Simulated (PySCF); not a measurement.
# Correlation energy of Xe⁺ (xenon, charge +1)

[Kr] 4d10 5s1 5p6, 2S determinant (an excited configuration). All numbers are calculated (PySCF 2.14, scalar relativity through the core potential, in def2-TZVPPD with the def2 core potential (28 electrons) (7s6p4d2f, 59 functions)). Frozen: 4s2 4p6 4d10; 7 electrons correlated.

| level | correlation energy (mhartree) |
| --- | --- |
| CCSD | -260.74 |
| (T) | -32.77 |
| CCSD(T) | -293.51 |

Diagnostics: T1 = 0.015, D1 = 0.0301, largest double amplitude 0.234.

Is a single reference adequate?

Not fully. A double-excitation amplitude exceeds 0.15, a sign of near-degeneracy.
